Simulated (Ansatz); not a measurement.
Frontier orbitals of H₁₄N₂Si₄Sn, SMILES `[SiH3][N]([SiH3])[SnH2][N]([SiH3])[SiH3]`.

Total charge 0; spin multiplicity 1. Correlated methods include outer-core shells of Sn, which these sets cover unevenly. Sn: def2 effective core potential. All single points use the PBE0-D4/def2-TZVP geometry. It is one conformer, not always the lowest. Basis def2-TZVPP, the Gaussian-basis code of Ansatz.

```json
{"functional": "PBE", "HOMO (eV)": "-6.20", "LUMO (eV)": "-1.66", "gap (eV)": "4.54"}
{"functional": "BLYP", "HOMO (eV)": "-6.07", "LUMO (eV)": "-1.52", "gap (eV)": "4.55"}
{"functional": "r2SCAN", "HOMO (eV)": "-6.49", "LUMO (eV)": "-1.38", "gap (eV)": "5.11"}
{"functional": "B97M-V", "HOMO (eV)": "-6.70", "LUMO (eV)": "-1.56", "gap (eV)": "5.14"}
{"functional": "PBE0", "HOMO (eV)": "-7.46", "LUMO (eV)": "-0.77", "gap (eV)": "6.69"}
{"functional": "B3LYP", "HOMO (eV)": "-7.24", "LUMO (eV)": "-0.96", "gap (eV)": "6.28"}
{"functional": "r2SCANh", "HOMO (eV)": "-6.96", "LUMO (eV)": "-1.06", "gap (eV)": "5.90"}
{"functional": "ωB97M-V", "HOMO (eV)": "-9.71", "LUMO (eV)": "0.87", "gap (eV)": "10.58"}
```

A quarter of exact exchange (PBE0) shifts PBE's HOMO by −1.27 eV and its LUMO by +0.89 eV; full exchange at long range (ωB97M-V) shifts them by −3.52 and +2.53 eV. The gap opens from 4.54 to 10.59 eV, since occupied levels lose self-interaction and empty ones feel all the electrons. A positive LUMO is unbound and depends on the basis.

B3LYP here is the variant with VWN-RPA as its local correlation; programs differ in this.
